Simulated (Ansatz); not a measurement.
Compare A (`[CH3][Ge]([NH2])([F])[F]`) with its isomer B (`C[NH][GeH]([F])[F]`).

Gas-phase electronic energies from Ansatz, PBE0-D4/def2-TZVP geometries. CBS: MP2 limit from def2 TZ/QZ plus the TZ coupled-cluster correction, frozen cores. Functionals use def2-TZVPP. B3LYP here is the variant with VWN-RPA as its local correlation; programs differ in this. For Ge outer-core shells are correlated without core-valence functions, which leaves a few kJ/mol of doubt a bond. Scalar relativity is left out up to krypton. Each species was taken in one conformer, which may not be the lowest.

Question: Which is lower in electronic energy at CCSD(T)/CBS, and by how much? (An estimate is asked.)

Answer: Ansatz gave: A, by 21.8 kcal/mol.

Question: Give E(B) − E(A) in kcal/mol with r2SCAN-D4, HF/def2-TZVPP, PBE-D4, CCSD(T)/def2-TZVPP, B3LYP, CCSD(T)/def2-SVP, BLYP-D4. (An estimate is asked.)

Answer: Computed: r2SCAN-D4 21.8, HF/def2-TZVPP 19.7, PBE-D4 20.6, CCSD(T)/def2-TZVPP 21.7, B3LYP 20.4, CCSD(T)/def2-SVP 16.5, BLYP-D4 20.0. None reverses the order clearly.

Question: Does the order hold for the free energy at 298.15 K (harmonic terms from PBE0-D4)? (An estimate is asked.)

Answer: Ansatz gave: Yes: G(B) − G(A) = +21.9 kcal/mol, for one conformer each.

Largest T1 diagnostic: 0.012.

In def2-TZVPP, CCSD(T) changes the Hartree–Fock value by +2.0 kcal/mol (the triples alone add +0.1 kcal/mol) and MP2 by +2.9 kcal/mol. Leaving LDA and LC-ωPBE aside and taking each functional with its dispersion term where it has one, the values, not all of them listed here, spread over 1.9 kcal/mol, from BLYP-D4 to r2SCAN0-D4. LDA lies −0.8 kcal/mol from PBE without D4.
